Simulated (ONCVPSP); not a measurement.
# PBE ONCV dataset for europium, scalar-relativistic all-electron reference.

ONCVPSP 4.0.1 input, shortened (lines: element, Z, core and valence counts, functional; n l f; lmax; l rc ep ncon nbas qcut; lloc lpopt rc5 dvloc0; l nproj debl; icmod fcfact rcfact), PBE, scalar-relativistic:

```
  Eu 63.00    9    4        4      upf
    1    0    2.00
    2    0    2.00
    2    1    6.00
    3    0    2.00
    3    1    6.00
    3    2   10.00
    4    0    2.00
    4    1    6.00
    4    2   10.00
    4    3    7.00
    5    0    2.00
    5    1    6.00
    6    0    2.00
    3
    0    2.70    0.00    4    7    4.40
    1    1.90    0.00    4    9    9.20
    2    2.85    0.21    4    7    3.60
    3    1.55    0.00    3    8   13.30
    4    5    1.20   -1.00
    0    2    3.00
    1    2    3.10
    2    2    3.60
    3    1    3.70
    2    0.60    0.95
```

Problem. Does this generation succeed?

Solution. No. ONCVPSP 4.0.1 stopped with "sratom123: lschfb convergence ERROR n,l,iter= 4 3 4": the all-electron bound-state solver failed for one shell.
